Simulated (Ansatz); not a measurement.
One change: `[CH3][Al]([F])[NH][SiH3]` becomes `[CH3][Al]([OH])[F]`.

Ansatz, PBE0-D4/def2-TZVP geometries, multiplicity 1. Each molecule was computed in one conformer, which needn't be the lowest.

```
                                      property  `[CH3][Al]([F])[NH][SiH3]`
           HOMO energy (B3LYP/def2-TZVPP) / eV                       -7.54
             HOMO energy (PBE/def2-TZVPP) / eV                       -6.44
         HOMO–LUMO gap (B3LYP/def2-TZVPP) / eV                        6.95
size of the dipole moment (PBE/def2-TZVPP) / D                        0.81
             LUMO energy (PBE/def2-TZVPP) / eV                       -1.13
           LUMO energy (B3LYP/def2-TZVPP) / eV                       -0.60
```

Q: Give the same properties after the change, and the shifts. (Estimate.)

A: The calculation gave: 
```tsv
property	`[CH3][Al]([OH])[F]`	shift
HOMO energy (B3LYP/def2-TZVPP) / eV	-8.70	-1.16
HOMO energy (PBE/def2-TZVPP) / eV	-7.54	-1.10
HOMO–LUMO gap (B3LYP/def2-TZVPP) / eV	8.10	1.15
size of the dipole moment (PBE/def2-TZVPP) / D	0.68	-0.13
LUMO energy (PBE/def2-TZVPP) / eV	-1.08	0.05
LUMO energy (B3LYP/def2-TZVPP) / eV	-0.59	0.01
```

With PBE0 the HOMO falls by 1.16 eV and the LUMO rises by 0.07 eV, so the gap widens by about 1.23 eV. PBE moves the HOMO by -1.10 eV and ωB97M-V by -1.15 eV. Dipoles are sizes alone; their direction can turn.

B3LYP here is the variant with VWN-RPA as its local correlation; programs differ in this.
